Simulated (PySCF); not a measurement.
GeP, HF: how much the basis matters

PySCF, ROHF reference; doublet, unpaired electrons π ↑; De to Ge + P without counterpoise correction.

```json
{"basis": "cc-pVDZ-PP/cc-pV(D+d)Z", "relativity": "scalar-relativistic core potentials", "functions": "46", "Re (Å)": "2.123", "ωe (cm⁻¹)": "538", "De (eV)": "0.90", "μ (D)": "-1.61"}
{"basis": "def2-SVP", "relativity": "no relativity", "functions": "50", "Re (Å)": "2.120", "ωe (cm⁻¹)": "545", "De (eV)": "0.94", "μ (D)": "-1.41"}
{"basis": "x2c-TZVPPall", "relativity": "spin-free X2C", "functions": "90", "Re (Å)": "2.121", "ωe (cm⁻¹)": "536", "De (eV)": "1.04", "μ (D)": "-1.66"}
{"basis": "def2-TZVPPD", "relativity": "no relativity", "functions": "102", "Re (Å)": "2.122", "ωe (cm⁻¹)": "540", "De (eV)": "1.12", "μ (D)": "-1.58"}
```

(1) How does each smaller set differ from the one with most functions, def2-TZVPPD?

A positive dipole means Ge(−)P(+). Spin–orbit coupling is left out. Hartree–Fock leaves out correlation, which carries a large part of most bond energies and some tenths to 1 eV of ionisation energies. The state was picked by a PBE0 search and need not be the measured ground state.

Answers

(1) cc-pVDZ-PP/cc-pV(D+d)Z: +0.1 pm, -0.4 % in ωe, -0.22 eV in De; def2-SVP: -0.2 pm, +0.9 % in ωe, -0.18 eV in De; x2c-TZVPPall: -0.1 pm, -0.7 % in ωe, -0.08 eV in De. All at HF; the set with most functions is neither the basis-set limit nor always the best. The rows treat relativity differently, so the differences are not basis effects alone.
